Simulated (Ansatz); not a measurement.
The cluster Al3P4⁻, relaxed as a singlet with RKS r2SCAN-D4/def2-SVPD in Ansatz, starting from the GFN2-xTB geometry. Force threshold 0.02 eV/Å.

The restricted singlet is unstable towards broken spin symmetry in Hartree–Fock (as tested in another run); at r2SCAN-D4/def2-SVPD this wasn't settled. Another isomer (singlet) lies 0.77 eV lower at PBE0-D4/def2-TZVPD; other spin states weren't run for this one.

Start:

```xyz
7

Al    1.570   -0.926    0.631
Al   -1.502    0.076    0.907
Al   -0.791    2.155   -0.507
P     0.885    0.461   -1.315
P    -0.502   -2.123    0.747
P    -0.778   -1.042   -1.183
P     1.117    1.400    0.719
```

| step | energy (eV) | largest force component (eV/Å) | SCF passes |
| --- | --- | --- | --- |
| 1 | -56927.2363 | 0.753 | 36 |
| 2 | -56927.4540 | 0.531 | 33 |
| 3 | -56927.5002 | 0.190 | 27 |
| 4 | -56927.5121 | 0.073 | 27 |
| 5 | -56927.5150 | 0.109 | 27 |
| 6 | -56927.5184 | 0.065 | 27 |
| 7 | -56927.5199 | 0.067 | 25 |
| 8 | -56927.5213 | 0.027 | 27 |
| 9 | -56927.5215 | 0.013 | 28 |

Force components are those of the run's own axes.

End:

```xyz
7

Al    1.496   -0.954    0.639
Al   -1.269    0.157    0.830
Al   -0.828    2.385   -0.497
P     0.834    0.455   -1.281
P    -0.511   -2.224    0.727
P    -0.775   -1.247   -1.183
P     1.053    1.429    0.766
```

Bonds formed: Al2–P7 (atoms count from 1).

No frequencies were taken in this run, so the end may be a saddle point.

It took 74 s on 4 threads of Arm Neoverse N1 on a shared host.
